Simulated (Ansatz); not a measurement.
Calculated with Ansatz (gas phase, PBE0-D4/def2-TZVP geometries, no zero-point term in ΔE). CCSD(T)/CBS adds triple-zeta CCSD(T) − MP2 to the extrapolated MP2 energy (def2 sets, frozen cores). This one scheme is used for every species. Functionals use def2-TZVPP. B3LYP here is the variant with VWN-RPA as its local correlation; programs differ in this. Each species was taken in one conformer, which may not be the lowest.

Reaction (hydrogenolysis of the Si–Si bond): `CO[SiH2][SiH2]N` + H₂ → `N[SiH3]` + `CO[SiH3]`

`CO[SiH2][SiH2]N`:

Z-matrix (Å, degrees):
```
C
O 1 1.410
H 1 1.096 2 111.7
H 1 1.091 2 108.2 3 119.7
H 1 1.097 2 111.2 3 -121.4
Si 2 1.648 1 122.4 3 55.5
Si 6 2.350 2 112.8 1 -61.4
H 6 1.498 2 110.1 1 59.9
H 6 1.485 2 106.1 1 177.1
N 7 1.731 6 108.7 2 66.0
H 7 1.489 6 111.4 2 -51.4
H 7 1.500 6 108.1 2 -168.0
H 10 1.009 7 118.9 6 -169.4
H 10 1.008 7 118.7 6 52.1
```

H₂:

Cartesian coordinates in Å:
```
H 0.344 -0.134 -0.053
H -0.344 0.134 0.053
```

`N[SiH3]`:

Z-matrix (Å, degrees):
```
Si
N 1 1.720
H 1 1.486 2 107.9
H 1 1.494 2 116.0 3 -120.3
H 1 1.486 2 107.9 3 119.4
H 2 1.007 1 119.6 3 -168.6
H 2 1.007 1 119.6 3 49.2
```

`CO[SiH3]`:

```xyz
9

C     1.349   -0.147    0.106
O     0.157    0.249    0.741
Si   -1.304    0.177   -0.006
H     1.317   -1.203   -0.189
H     2.173   -0.009    0.808
H     1.549    0.458   -0.787
H    -2.301    0.665    0.973
H    -1.622   -1.219   -0.418
H    -1.318    1.029   -1.229
```

(1) Is it downhill or uphill in electronic energy at CCSD(T)/CBS, and by how much? (Best estimate.)

(2) What do these levels give: r2SCAN-D4, B3LYP-D4, ωB97X-V, ωB97M-V, r2SCAN, B3LYP, HF/def2-TZVPP, MP2/def2-TZVPP, SCS-MP2/def2-TZVPP, CCSD/def2-TZVPP, CCSD(T)/def2-TZVPP, HF/def2-QZVPP? (Estimate.)

Largest T1 diagnostic among the species: 0.011.

Answers

(1) Computed: Downhill: ΔE = -29.5 kJ/mol.

(2) Ansatz gave: r2SCAN-D4 -22.2, B3LYP-D4 -26.7, ωB97X-V -29.8, ωB97M-V -33.2, r2SCAN -25.1, B3LYP -40.9, HF/def2-TZVPP -65.7, MP2/def2-TZVPP -33.3, SCS-MP2/def2-TZVPP -40.7, CCSD/def2-TZVPP -38.4, CCSD(T)/def2-TZVPP -32.3, HF/def2-QZVPP -66.6 kJ/mol.

In def2-TZVPP, CCSD(T) changes the Hartree–Fock value by +33.4 kJ/mol (the triples alone add +6.1 kJ/mol) and MP2 by +32.5 kJ/mol. From PBE to PBE0 (25 % exact exchange), in def2-TZVPP and without D4, ΔE moves by −7.3 kJ/mol. The D4 term adds +14.2 kJ/mol with B3LYP and +8.3 kJ/mol with PBE0; it sums over pairs of atoms, weighted by their polarisabilities, and B3LYP, whose exchange is more repulsive, gets the larger term.
